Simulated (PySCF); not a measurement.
## Spinor energies of Eu⁴²⁺ (europium, charge +42)

Start: [Ar] 3d3; 3d3/2 filled at m_j = -1/2, +1/2, +3/2. Calculated with PySCF 2.14 in an even-tempered Gaussian basis (16 s from 9.4 bohr⁻², ratio 2.8; 12 p from 12 bohr⁻², ratio 2.8; 8 d from 12 bohr⁻², ratio 2.8; 3 f from 39 bohr⁻², ratio 3): generalised Hartree-Fock with the X2C-1e Hamiltonian and a Gaussian nucleus; one run each with spin-orbit coupling (SO) switched off, then screened by Boettger's factors.

```csv
spinor shell,electrons,"ε, spin-free (eV)","ε, screened SO (eV)",weight of nominal j (screened SO),"rms radius, screened SO (bohr)"
1s1/2,2,-51147.3,-51136.0,1.000,0.0254
2s1/2,2,-10441.7,-10436.9,1.000,0.102
2p1/2,2,-9562.2,-10030.6,1.000,0.0874
2p3/2,4,-9562.2,-9355.9,1.000,0.0933
3s1/2,2,-3843.0,-3841.4,1.000,0.253
3p1/2,2,-3560.2,-3682.6,0.999,0.242
3d3/2,3,-3273.3,-3285.1,0.991,0.219
```

Task: Where does 3p3/2 lie, and what is the 3p spin-orbit splitting (screened SO)?

Result: At -3505.4 eV, 177.15 eV above 3p1/2.

```
   quantity    spin-free  screened SO
E (hartree)  -9400.55255  -9408.83540
        M_J          3/2          3/2
       ⟨J²⟩        6.750        3.817
       ⟨L²⟩       12.000        8.091
       ⟨S²⟩        3.750        2.169
```

Each row is a mean over spinors that exchange with the open shell spreads, by up to 20.007 eV (3p1/2).

⟨J²⟩ departs a little from M_J(M_J + 1) because the unrestricted spinors polarise the closed shells.

Breit and QED terms are absent; they matter most for the inner s and p1/2 levels.

Densities and radii are taken from the X2C orbitals without a picture-change correction, which distorts them close to the nucleus.

Without spin-orbit coupling the j labels of p, d and f shells carry no meaning; the spin-free column gives the mean over the occupied spinors of each nl shell, and its ⟨J²⟩ belongs to a mixture of degenerate components.
